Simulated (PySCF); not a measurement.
Excitations are Tamm–Dancoff values on a coarser integration grid. The basis has no diffuse functions, so Rydberg states are missing or too high.

Cartesian coordinates (Å):
SMILES: S(B)C
```xyz
8

B      1.5120     0.4022     0.3972
S     -0.1000     0.9235     0.8593
C     -1.2009    -0.2974     0.0893
H      2.4130     1.0620     0.7948
H      1.6662    -0.5617    -0.2790
H     -2.2247    -0.0122     0.3182
H     -1.0026    -1.2859     0.4940
H     -1.0588    -0.3010    -0.9877
```
Charge 0, multiplicity 1.

**Question.** What is the computed S1–T1 gap (TDA), HOMO–LUMO gap and S1 excitation (TDA) (M06-2X/def2-TZVP (PySCF))?

**Answer.** 
| Quantity | Result |
|---|---|
| S1–T1 gap (TDA) | 1.55 eV |
| HOMO–LUMO gap | 8.62 eV |
| S1 excitation (TDA) | 5.90 eV |
